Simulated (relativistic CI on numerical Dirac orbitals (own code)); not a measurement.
Computed by Dirac equation for one electron, model QED (radiative potential, 1s self-energy scaled to tabulated hydrogen-like ionisation energies) (own radial code, finite nucleus).

Configuration list: 1s, 2s, 2p, 3s, 3p, 3d, 4s, 4p, 4d, 4f, 5s, 5p, 5d, 5f, 5g, 6s, 6p, 6d. Levels of other configurations are missing.

Outline of the computed level scheme of Tm LXIX. Lowest level of each configuration: 1s 2S_1/2 at 0.0 eV; 2p 2P°_1/2 at 51707.6 eV; 2s 2S_1/2 at 51725.8 eV; 3p 2P°_1/2 at 61669.3 eV; 3s 2S_1/2 at 61674.7 eV; 3d 2D_3/2 at 62032.7 eV; 4p 2P°_1/2 at 65103.7 eV; 4s 2S_1/2 at 65106.0 eV; 4d 2D_3/2 at 65256.1 eV.

Some strong electric-dipole decays among the lowest 14 levels: 2p 2P°_1/2 → 1s 2S_1/2 (1.5e+16 s⁻¹); 2p 2P°_3/2 → 1s 2S_1/2 (1.3e+16 s⁻¹); 3p 2P°_3/2 → 1s 2S_1/2 (3.7e+15 s⁻¹); 3p 2P°_1/2 → 1s 2S_1/2 (3.6e+15 s⁻¹); 4p 2P°_3/2 → 1s 2S_1/2 (1.5e+15 s⁻¹); 3d 2D_5/2 → 2p 2P°_3/2 (1.4e+15 s⁻¹); 4p 2P°_1/2 → 1s 2S_1/2 (1.4e+15 s⁻¹); 3d 2D_3/2 → 2p 2P°_1/2 (1.4e+15 s⁻¹).
